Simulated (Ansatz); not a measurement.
Species: sum formula SiN3H7Cl (charge +1, singlet). It need not be the lowest isomer of its formula. 
Geometry from a B3LYP-D3(BJ)/def2-TZVP (Ansatz, a program for electronic structure) optimisation:
SMILES: N[Si](N)([NH3+])Cl
```xyz
12

N      1.8288    -0.0012    -0.2858
Si     0.2346     0.1613     0.1772
N     -0.0116     1.2988     1.3834
N     -0.2644    -1.4448     1.0844
Cl    -1.0259     0.0239    -1.4011
H      2.6107     0.2498     0.3001
H      2.1000    -0.1896    -1.2387
H      0.5370     2.1478     1.3833
H     -0.8993     1.4480     1.8409
H     -1.2521    -1.4686     1.3456
H     -0.0938    -2.2598     0.4922
H      0.2836    -1.5614     1.9390
```
Charge +1, spin multiplicity 1.

Basis-set convergence of Hartree-Fock and CCSD(T) correlation energies (hartree) with Ansatz. Cores are frozen in the correlated levels unless marked. Spin-orbit coupling is left out. Non-relativistic.

| basis | functions | E(HF) | E(corr, CCSD(T)) |
|---|---|---|---|
| cc-pV(D+d)Z | 123 | -915.82187 | -0.81626 |
| cc-pV(T+d)Z | 266 | -915.91899 | -1.03055 |
| cc-pV(Q+d)Z | 503 | -915.93864 | -1.10024 |

Extrapolating the two largest sets (X = 3 and 4) as X^-3: E(corr) = (64·(-1.10024) - 27·(-1.03055))/37 = -1.1511 Eh, an estimate of the basis-set limit. The largest set recovers 95.6 % of it, the smallest 70.9 %.
